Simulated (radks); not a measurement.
Numerical settings for neutral nitrogen, [He] 2s2 2p3. Method: scalar-relativistic Kohn-Sham, BLYP, spin-polarised, spherical densities, point nucleus; open shells are filled with parallel spins first; computed with a radial shooting solver on a logarithmic mesh with Libxc functionals. The defaults (mesh step 0.008 in ln r, mesh end at 40 bohr or more with all orbitals vanishing there, Anderson mixing 0.5 over 9 steps, residual threshold near 1e-9 with the energy settled to 1e-9 hartree or 1e-11 of itself, here a cap of 97 iterations) give E = -54.6253 hartree and 2p at -8.077 eV in 13 iterations. Run on one thread of a shared host, so times are rough (Arm Neoverse V2): 0.06 s of CPU time, 0.06 s wall, 13 iterations on 2496 mesh points. Changes against that run (0 stands for a change within the tolerance of the run):

mesh step in ln r 0.12: iterations 3; converged no; E (mhartree) diverged; CPU (s) 0
mesh step in ln r 0.02: iterations 13; converged yes; E (mhartree) 0; e(2p) (meV) 0; CPU (s) 0.03
mesh step in ln r 0.012: iterations 13; converged yes; E (mhartree) 0; e(2p) (meV) 0; CPU (s) 0.04
mesh end (bohr) 20: iterations 13; converged yes; E (mhartree) 0; e(2p) (meV) 0; CPU (s) 0.06
mesh end (bohr) 400: iterations 13; converged yes; E (mhartree) 0; e(2p) (meV) 0; CPU (s) 0.07
residual threshold 1e-16: iterations 97; converged no; E (mhartree) 0; e(2p) (meV) 0; CPU (s) 0.27
residual threshold 0.1: iterations 9; converged yes; E (mhartree) 0; e(2p) (meV) -0.012; CPU (s) 0.05
mixing 0.01: iterations 19; converged yes; E (mhartree) 0; e(2p) (meV) 0; CPU (s) 0.09
linear mixing, mixing 1: iterations 97; converged no; E (mhartree) +0.00268; e(2p) (meV) -26.4; CPU (s) 0.4
linear mixing, mixing 0.8: iterations 32; converged yes; E (mhartree) 0; e(2p) (meV) 0; CPU (s) 0.12
mixing history 3: iterations 18; converged yes; E (mhartree) 0; e(2p) (meV) 0; CPU (s) 0.08
iteration cap 3: iterations 3; converged no; E (mhartree) +0.0579; e(2p) (meV) -18.3; CPU (s) 0.02

No run marked as converged misses the energy by more than 1 mhartree. A mesh that ends early acts as a hard wall.
